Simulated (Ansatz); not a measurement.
NbO₃H. The state is a singlet with charge 0. Geometry B3LYP-D4/def2-TZVP; atoms count from 1.

```
atom   x (Å)   y (Å)   z (Å)
 Nb1   0.020   0.534  -0.273
  O2  -0.841  -0.038  -1.622
  O3   0.466  -0.905   0.919
  O4   1.570  -0.569   0.026
  H5  -1.216   0.978   0.949
```

In the def2 sets Nb takes a core potential; there is no spin–orbit coupling. The structure holds one bond between oxygen atoms, so isomers without such links may lie far lower. Another isomer (singlet) lies 4.16 eV lower at PBE0-D4/def2-TZVP; other spin states weren't run for this one.

Question: Estimate the Mulliken populations from the PBE0/def2-TZVP orbitals of Ansatz.

Answer: 
```csv
atom,charge (e),d electrons
Nb1,1.29,2.95
O2,-0.54,–
O3,-0.29,–
O4,-0.36,–
H5,-0.11,–
```
Mulliken values depend strongly on the basis.

Question: And the Mayer bond orders between heavy atoms (over 0.3)?

Answer: Nb1–O2 2.08 (1.70 Å); Nb1–O3 1.00 (1.92 Å); Nb1–O4 0.98 (1.93 Å); O3–O4 0.86 (1.46 Å).
